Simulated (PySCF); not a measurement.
# Adding and removing an electron: CdC

r²SCAN; Cd cc-pVDZ-PP with ECP28, C cc-pVDZ; scalar-relativistic core potentials (PySCF 2.14). Neutral (UKS): triplet (π ↑↑), Re = 2.143 Å, ωe = 431 cm⁻¹, De = 1.14 eV, HOMO -5.60 eV, LUMO -3.76 eV.

CdC⁺ (UKS): doublet (π ↑), Re = 2.253 Å, ωe = 363 cm⁻¹, De = 1.45 eV to Cd⁺ + C. The energies at the minima are -205.65424 hartree for CdC and -205.33281 for CdC⁺.

Task: Work out the adiabatic ionisation energy, without and with harmonic zero-point energies (1 hartree = 27.2114 eV, 1 eV = 8065.5 cm⁻¹), and the change of the bond length.

Result: At r²SCAN: 0.32143 hartree = 8.747 eV between the minima; the zero-point term (363.0 − 431.0)/2 cm⁻¹ = -0.004 eV makes it 8.742 eV. Re changes by +11.0 pm against the neutral. The electron leaves a π orbital, and the longer bond of the ion fits a bonding orbital, or a change in how ionic the bond is.

Spin–orbit coupling is left out. For an ion De counts to the pair picked by the measured ionisation energies or electron affinities, which need not be the lowest pair at this level. States were picked by a PBE0 search and need not be the measured ground states.
